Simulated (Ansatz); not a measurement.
Reaction (silylene formation by 1,1-elimination): `N[SiH2][Si](N)(O)O` → `N[SiH2]N` + `O[Si]O`

Computed with Ansatz on PBE0-D4/def2-TZVP structures; ΔE is electronic, products minus reactants. CCSD(T)/CBS adds triple-zeta CCSD(T) − MP2 to the extrapolated MP2 energy (def2 sets, frozen cores). This one scheme is used for every species. DFT in def2-TZVPP. B3LYP here is the variant with VWN-RPA as its local correlation; programs differ in this. Each species was taken in one conformer, which may not be the lowest.

`N[SiH2][Si](N)(O)O`:

Cartesian coordinates in Å:
```
N -0.771 1.749 1.414
Si -0.255 1.575 -0.228
Si 0.072 -0.722 -0.505
N 1.444 -1.469 0.220
O 0.189 -1.010 -2.119
O -1.245 -1.378 0.241
H -0.913 2.668 1.803
H -1.483 1.112 1.738
H 1.023 2.326 -0.388
H -1.188 2.125 -1.261
H 1.507 -1.475 1.227
H 2.354 -1.297 -0.180
H 0.481 -1.885 -2.384
H -1.215 -2.320 0.422
```

`N[SiH2]N`:

```xyz
9

N     0.525    0.735    1.146
Si   -0.027    0.348   -0.427
N    -0.481   -1.301   -0.452
H    -0.060    0.612    1.956
H     1.215    1.454    1.282
H     1.110    0.754   -1.304
H    -1.250    1.053   -0.910
H    -1.202   -1.624   -1.075
H     0.170   -2.032   -0.216
```

`O[Si]O`:

```xyz
5

O    -1.420    0.390   -0.149
Si    0.120    0.942   -0.286
O     0.942   -0.435    0.153
H    -1.541   -0.525    0.129
H     1.900   -0.372    0.153
```

Problem. Is it downhill or uphill in electronic energy at CCSD(T)/CBS, and by how much? (Estimate.)

Solution. Computed: Uphill: ΔE = +124.9 kJ/mol.

Problem. What do these levels give: PBE0-D4, B3LYP-D4, ωB97X-V, ωB97M-V, B2PLYP, PBE, MP2/def2-TZVPP, SCS-MP2/def2-TZVPP, CCSD(T)/def2-TZVPP, SCS-MP2/def2-QZVPP, MP2/CBS(def2), CCSD/CBS(def2)? (An estimate is asked.)

Solution. The calculation gave: PBE0-D4 140.8, B3LYP-D4 120.3, ωB97X-V 133.5, ωB97M-V 111.7, B2PLYP 110.9, PBE 116.3, MP2/def2-TZVPP 127.5, SCS-MP2/def2-TZVPP 118.5, CCSD(T)/def2-TZVPP 121.2, SCS-MP2/def2-QZVPP 120.8, MP2/CBS(def2) 131.2, CCSD/CBS(def2) 122.8 kJ/mol.

Largest T1 diagnostic among the species: 0.015.

In def2-TZVPP, CCSD(T) changes the Hartree–Fock value by +12.1 kJ/mol (the triples alone add +2.1 kJ/mol) and MP2 by +18.4 kJ/mol. From PBE to PBE0 (25 % exact exchange), in def2-TZVPP and without D4, ΔE moves by +13.0 kJ/mol.
